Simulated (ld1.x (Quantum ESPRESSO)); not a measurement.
## Si: one change to an ultrasoft potential, before and after

* Element: Si
* Generator: ld1.x (Quantum ESPRESSO) 7.5
* Type: ultrasoft
* Functional: PBE
* Relativity: scalar-relativistic
* Frozen core: [Ne]
* Valence charge: 4
* Reference configuration: 3s2 3p2
* Partial waves: 3s (bound): rcut 1.25, rcutus 1.60 bohr; 3s channel at -0.4 Ry: rcut 1.25, rcutus 1.60 bohr; 3p (bound): rcut 1.55, rcutus 2.00 bohr; 3p channel at 2.2 Ry: rcut 1.55, rcutus 2.00 bohr; 3d channel at -0.1 Ry: rcut 1.45, rcutus 1.60 bohr
* Local potential: all-electron potential smoothed inside 1.20 bohr (lloc = -1)
* Core correction: Bessel-smoothed model core, default radius (core density twice the valence density)
* Augmentation charge: PSQ, radius 1.20 bohr

All-electron outer shells of the reference configuration (PBE, scalar-relativistic, ld1.x):

```json
{"shell": "2s", "level (eV)": "-139.50", "outermost node (bohr)": "0.15", "outermost maximum (bohr)": "0.45"}
{"shell": "2p", "level (eV)": "-95.56", "outermost node (bohr)": "–", "outermost maximum (bohr)": "0.39"}
{"shell": "3s", "level (eV)": "-10.81", "outermost node (bohr)": "0.72", "outermost maximum (bohr)": "1.80"}
{"shell": "3p", "level (eV)": "-4.08", "outermost node (bohr)": "0.72", "outermost maximum (bohr)": "2.17"}
```

Change: augmentation PSQ, inside the norm-conserving radii.

Cutoffs: the cutoffs (Ry, on a coarse ladder) from which the occupation-weighted sum of valence levels, in a spherical-Bessel basis at the reference potential, stays within 10 and 1 mRy of its value at 400 Ry; they do not see the model core or the augmentation charge, which bear on the density cutoff. Errors are all-electron minus pseudo energies relative to the spin-unpolarised reference configuration.

Task: What does the change do?

Result: The potential gets neither clearly harder nor softer (12 Ry and 18 Ry → 12 Ry and 18 Ry); both files keep a bound ghost (s); of the 7 tests that both files solve, the error grows in 4 and shrinks in 1 by more than 15 % and 0.3 meV (median size 1.5 → 4.9 meV).

```csv
quantity,base,changed
"cutoff, loose",12 Ry,12 Ry
"cutoff, tight",18 Ry,18 Ry
bound ghosts,s,s
"error for 3s2 3p1, meV [ΔE 7.74 eV]",-0.1,+0.3
"error for 3s2 3p0, meV [ΔE 23.73 eV]",+0.2,+4.9
"error for 3s1 3p0, meV [ΔE 57.70 eV]",-24,-7.2
"error for 3s1 3p2, meV [ΔE 15.17 eV]",-3.6,-5.3
"error for 3s2 3p2.3, meV [ΔE -0.93 eV]",+0.1,+0.1
"error for 3s1 3p3, meV [ΔE 6.81 eV]",-1.5,-3.5
"error for 3s0 3p4, meV [ΔE 13.78 eV]",-5.5,-14
s: phases at 2.21 bohr within 0.05 rad from the reference energy up to (Ry; the scan ends near 5),4.9,4.9
p: phases at 2.21 bohr within 0.05 rad from the reference energy up to (Ry; the scan ends near 5),to the end of the scan,to the end of the scan
d: phases at 2.21 bohr within 0.05 rad from the reference energy up to (Ry; the scan ends near 5),2.3,2.3
lowest overlap eigenvalue by channel,"s 0.49, p 0.69, d 1.00","s 0.49, p 0.69, d 1.00"
```

 A true bound ghost makes a file unfit for plane-wave use even where its test errors are small: the radial tests pick states by their node count and pass the ghost by.
